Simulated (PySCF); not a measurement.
## Electronic structure of Co⁺ (cobalt, charge +1) at the UHF level

Configuration: [Ar] 3d8, high-spin 3F determinant. Calculation: PySCF 2.14, in jorge-DZP-DKH (8s6p2d1f, 43 functions); scalar relativity by spin-free X2C-1e.

```json
{
 "Total energy": "-1391.370729 hartree",
 "One-electron energy": "-1925.0133 hartree",
 "Hartree (Coulomb) energy": "592.3309 hartree",
 "Exchange energy": "-58.6883 hartree",
 "⟨S²⟩": "2.0026",
 "⟨L²⟩": "12.018",
 "Sum of ⟨r⟩": "17.15 bohr",
 "Sum of ⟨r²⟩": "18.92 bohr²",
 "Langevin diamagnetic susceptibility": "-15.0 ×10⁻⁶ cm³/mol",
 "Time after the integrals": "0.12 s of wall time on 1 thread of Intel(R) Xeon(R) 6975P-C (shared host)"
}
```

| shell | electrons | mean orbital energy (hartree) | spread (hartree) | rms radius, mean of both spins (bohr) |
| --- | --- | --- | --- | --- |
| 1s β | 1 | -285.81045 | 0 | 0.0649 |
| 1s α | 1 | -285.80984 | 0 | 0.0649 |
| 2s α | 1 | -35.51694 | 0 | 0.276 |
| 2s β | 1 | -35.45580 | 0 | 0.276 |
| 2p α | 3 | -30.29674 | 0 | 0.249 |
| 2p β | 3 | -30.23679 | 0 | 0.249 |
| 3s α | 1 | -4.75766 | 0 | 0.839 |
| 3s β | 1 | -4.57864 | 0 | 0.839 |
| 3p α | 3 | -3.19601 | 0 | 0.913 |
| 3p β | 3 | -2.98032 | 0 | 0.913 |
| 3d α | 5 | -0.74082 | 0.04752 | 1.22 |
| 3d β | 3 | -0.65506 | 0 | 1.22 |

Densities and radii are taken from the X2C orbitals without a picture-change correction, which distorts them close to the nucleus.
